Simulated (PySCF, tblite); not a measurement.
Compound: C6H11NSi.
Atom-mapped SMILES: `[CH3:1][SiH2:2][CH2:3]/[CH:4]=[CH:5]\[CH2:6][C:7]#[N:8]` (hydrogens: H9, H10, H11 on C1; H12, H13 on Si2; H14, H15 on C3; H16 on C4; H17 on C5; H18, H19 on C6)

Structure used (GFN2-xTB), in Å, numbered top down from 1:
```xyz
19
C6H11NSi angstrom
C     -3.0060    0.0244    0.8568
Si    -1.4525    0.6363   -0.0469
C     -0.3896   -0.8999   -0.4931
C      0.8494   -0.4941   -1.2018
C      2.0221   -0.1949   -0.6595
C      2.3350   -0.2162    0.8134
C      2.3601    1.1359    1.3144
N      2.3794    2.2154    1.6904
H     -2.7565   -0.4926    1.7794
H     -3.6506    0.8583    1.1156
H     -3.5863   -0.6594    0.2434
H     -0.6599    1.5193    0.8117
H     -1.8247    1.3253   -1.2883
H     -0.9683   -1.5674   -1.1319
H     -0.1599   -1.4497    0.4203
H      0.7531   -0.4114   -2.2764
H      2.8426    0.1197   -1.2894
H      1.5838   -0.7764    1.3748
H      3.3188   -0.6634    0.9900
```

Method used: PBE0/pcSseg-1 in PySCF (dipole) on a GFN2-xTB geometry, gas phase.

Masses are those of the commonest isotopes; rigid-rotor values at the optimised geometry. The values belong to one conformer with, in the numbering `[CH3:1][SiH2:2][CH2:3]/[CH:4]=[CH:5]\[CH2:6][C:7]#[N:8]`, C1–Si2–C3–C4 180°, Si2–C3–C4–C5 90°, C4–C5–C6–C7 -103°.

**Question.** What are A, B and C (MHz)?

**Answer.** Ia = 207.48, Ib = 542.16, Ic = 671.36 u·Å²; 505379 MHz·u·Å²/I gives A = 2436, B = 932.2, C = 752.8 MHz.

**Question.** What kind of rotor is it?

**Answer.** An asymmetric top: κ = (2 × 932.2 − 2436 − 752.8)/(2436 − 752.8) = -0.79.

**Question.** What does the inertial defect say?

**Answer.** Not planar: Δ = Ic − Ia − Ib = -78.27 u·Å². For a rigid frame Δ = −2 Σ m c², so Σ m c² = 39.13 u·Å² lies off the ab plane: 15.11 from hydrogen and 24.03 from heavier atoms. The atom farthest from that plane is 1.82 Å away.

**Question.** Give the other two planar moments, Paa and Pbb, and the rms extents of the mass along the axes.

**Answer.** Paa = Σ m a² = (Ib + Ic − Ia)/2 = 503.02 and Pbb = Σ m b² = (Ia + Ic − Ib)/2 = 168.34 u·Å². With the mass M = 125.07 u, the rms extents √(P/M) along a, b and c are 2.01, 1.16, 0.56 Å.

**Question.** Where do the levels up to J = 5 lie, in MHz?

**Answer.** Above 0(0,0):
J = 1: 1(0,1) 1685, 1(1,1) 3189, 1(1,0) 3368
J = 2: 2(0,2) 5040, 2(1,2) 6379, 2(1,1) 6917, 2(2,1) 11428, 2(2,0) 11443
J = 3: 3(0,3) 10035, 3(1,3) 11156, 3(1,2) 12231, 3(2,2) 16483, 3(2,1) 16558, 3(3,1) 24459, 3(3,0) 24460
J = 4: 4(0,4) 16629, 4(1,4) 17509, 4(1,3) 19297, 4(2,3) 23211, 4(2,2) 23431, 4(3,2) 31227, 4(3,1) 31232, 4(4,1) 42355, 4(4,0) 42355
J = 5: 5(0,5) 24779, 5(1,5) 25427, 5(1,4) 28095, 5(2,4) 31602, 5(2,3) 32096, 5(3,3) 39696, 5(3,2) 39718, 5(4,2) 50814, 5(4,1) 50814, 5(5,1) 65123, 5(5,0) 65123
The levels of one J sum to (2J + 1)J(J + 1)(A + B + C)/3.

**Question.** Predict some low-J microwave lines.

**Answer.** The dipole components are |μa| = 1.93 D, |μb| = 3.21 D, |μc| = 1.86 D. Intensities carry the squares of the components, which stand as 0.36 : 1.00 : 0.34 (a : b : c). Some lines, for components of 0.1 D or more:

```json
{"type": "a", "branch": "Q", "J(Ka,Kc)": "2(1,1) ← 2(1,2)", "MHz": "538", "lower level (cm⁻¹)": "0.213"}
{"type": "c", "branch": "Q", "J(Ka,Kc)": "2(1,2) ← 2(0,2)", "MHz": "1339", "lower level (cm⁻¹)": "0.168"}
{"type": "c", "branch": "Q", "J(Ka,Kc)": "1(1,1) ← 1(0,1)", "MHz": "1504", "lower level (cm⁻¹)": "0.056"}
{"type": "b", "branch": "Q", "J(Ka,Kc)": "1(1,0) ← 1(0,1)", "MHz": "1683", "lower level (cm⁻¹)": "0.056"}
{"type": "a", "branch": "R", "J(Ka,Kc)": "1(0,1) ← 0(0,0)", "MHz": "1685", "lower level (cm⁻¹)": "0.000"}
{"type": "b", "branch": "R", "J(Ka,Kc)": "2(0,2) ← 1(1,1)", "MHz": "1851", "lower level (cm⁻¹)": "0.106"}
{"type": "b", "branch": "Q", "J(Ka,Kc)": "2(1,1) ← 2(0,2)", "MHz": "1878", "lower level (cm⁻¹)": "0.168"}
{"type": "b", "branch": "R", "J(Ka,Kc)": "1(1,1) ← 0(0,0)", "MHz": "3189", "lower level (cm⁻¹)": "0.000"}
{"type": "a", "branch": "R", "J(Ka,Kc)": "2(1,2) ← 1(1,1)", "MHz": "3190", "lower level (cm⁻¹)": "0.106"}
{"type": "a", "branch": "R", "J(Ka,Kc)": "2(0,2) ← 1(0,1)", "MHz": "3355", "lower level (cm⁻¹)": "0.056"}
{"type": "c", "branch": "R", "J(Ka,Kc)": "1(1,0) ← 0(0,0)", "MHz": "3368", "lower level (cm⁻¹)": "0.000"}
{"type": "a", "branch": "R", "J(Ka,Kc)": "2(1,1) ← 1(1,0)", "MHz": "3549", "lower level (cm⁻¹)": "0.112"}
{"type": "c", "branch": "Q", "J(Ka,Kc)": "2(2,1) ← 2(1,1)", "MHz": "4511", "lower level (cm⁻¹)": "0.231"}
{"type": "b", "branch": "Q", "J(Ka,Kc)": "2(2,0) ← 2(1,1)", "MHz": "4526", "lower level (cm⁻¹)": "0.231"}
{"type": "b", "branch": "Q", "J(Ka,Kc)": "2(2,1) ← 2(1,2)", "MHz": "5049", "lower level (cm⁻¹)": "0.213"}
{"type": "c", "branch": "R", "J(Ka,Kc)": "2(1,1) ← 1(0,1)", "MHz": "5232", "lower level (cm⁻¹)": "0.056"}
{"type": "b", "branch": "R", "J(Ka,Kc)": "2(2,1) ← 1(1,0)", "MHz": "8060", "lower level (cm⁻¹)": "0.112"}
{"type": "c", "branch": "R", "J(Ka,Kc)": "2(2,0) ← 1(1,0)", "MHz": "8075", "lower level (cm⁻¹)": "0.112"}
{"type": "c", "branch": "R", "J(Ka,Kc)": "2(2,1) ← 1(1,1)", "MHz": "8240", "lower level (cm⁻¹)": "0.106"}
{"type": "b", "branch": "R", "J(Ka,Kc)": "2(2,0) ← 1(1,1)", "MHz": "8255", "lower level (cm⁻¹)": "0.106"}
```

Its GFN2-xTB frequencies are all real (lowest 26 cm⁻¹). Constants of a rigid frame at the computed geometry: no zero-point averaging, no centrifugal distortion. A rigid rotor knows nothing of internal rotation, which can split or shift real lines. Quadrupole hyperfine structure (14N) is left out.
